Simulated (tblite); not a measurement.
Compound: C6H8S (charge +1 and doublet state).
Cartesian coordinates in Å at the GFN2-xTB level; atoms count from 1:
```xyz
15
C6H8S angstrom
C      0.7706    1.7095   -0.0086
C      0.1845    0.4953   -0.0646
C      0.9336   -0.7518   -0.1067
C      2.1342   -0.8705   -0.6862
C     -1.2856    0.4021   -0.0728
C     -1.9895   -0.6358    0.6987
S     -2.0375    1.4708   -1.0527
H      0.1997    2.6212    0.0443
H      1.8395    1.8043    0.0829
H      0.4661   -1.6162    0.3430
H      2.6768   -1.8003   -0.6499
H      2.6080   -0.0563   -1.2100
H     -1.5210   -0.7891    1.6711
H     -1.9431   -1.5881    0.1614
H     -3.0407   -0.3870    0.8282
```

Level: GFN2-xTB in tblite, geometry and Hessian alike; calculated harmonic values, unscaled, isolated species. This tight-binding method is rough: wavenumbers can miss measured ones by several per cent, in bad cases by 10 to 20. One conformer, not necessarily the lowest. Open shells enter through the occupations alone, without spin polarisation, and single modes of such species can be off by tens of per cent.

Harmonic wavenumbers (cm⁻¹): 53.1, 95.1, 149.0, 180.0, 241.2, 284.0, 308.4, 412.8, 468.7, 515.4, 619.5, 660.5, 729.2, 887.6, 893.0, 915.4, 930.6, 949.1, 958.6, 1033.1, 1094.1, 1193.6, 1234.7, 1279.8, 1349.3, 1353.3, 1379.2, 1403.8, 1434.5, 1551.7, 1586.3, 2958.0, 3017.0, 3049.7, 3080.2, 3104.4, 3108.5, 3137.7, 3142.8.

A = 3649, B = 1492, C = 1206 MHz; mass 112.035 u (most abundant isotopes); point group C1, symmetry number 1; spin multiplicity 2.

Question: What is the zero-point energy?

Answer: ½Σν̃ = 25371 cm⁻¹ = 72.54 kcal/mol.

Question: Give the ideal-gas entropy at 298.15 K and 1 bar in the rigid-rotor, harmonic-oscillator model (classical rotation).

Answer: Translation 40.08, rotation 28.28, vibration 22.40, spin (R ln 2) 1.38: S = 92.1 cal/(mol K).

Question: And Cp and H(298.15 K) − H(0)?

Answer: Cp = 32.12 cal/(mol K), of which vibrations give 24.17 (their classical limit is 39 R = 77.5); H(298.15 K) − H(0) = 5.98 kcal/mol without the zero-point energy, 3.61 from vibrations.

Question: What must be added to the electronic energy to get the Gibbs energy at 298.15 K and 1 bar?

Answer: ZPE + [H(298.15 K) − H(0)] − T·S = 72.54 + 5.98 − 27.47 = 51.05 kcal/mol.

Question: Which modes carry the vibrational entropy at 298.15 K?

Answer: 53.1 cm⁻¹: 4.70; 95.1 cm⁻¹: 3.55; 149.0 cm⁻¹: 2.68; 180.0 cm⁻¹: 2.33; 241.2 cm⁻¹: 1.79; 284.0 cm⁻¹: 1.51 cal/(mol K); the other 33 give 5.84 together.

Question: Blend soft modes into free rotors: weight 1/[1 + (100 cm⁻¹/ν̃)⁴] for the oscillator and the rest for a rotor with moment μB/(μ + B), μ = h/(8π²ν), B = 10⁻⁴⁴ kg m². What vibrational entropy results?

Answer: 20.90 cal/(mol K) in place of 22.40, which changes −T·S at 298.15 K by +0.45 kcal/mol.

Question: How do the functions run with temperature in this model?

Answer: 
```csv
T (K),S (cal/(mol K)),Cp (cal/(mol K)),H − H(0) (kcal/mol),G − H(0) (kcal/mol),ln q(vib)
150,74.6,20.4,2.09,-9.10,2.17
250,86.8,28.3,4.52,-17.19,4.20
400,102.7,39.8,9.65,-31.43,7.26
600,121.2,51.4,18.85,-53.86,11.28
900,144.3,62.3,36.04,-93.80,16.93
```

q(vib) and H(0) count from the zero-point level.

Hindered rotation and anharmonicity are outside this model. Other conformers, if any are populated, would add a mixing term that is left out. The structure is chiral; the term R ln 2 for an equal mix with its mirror image is left out.
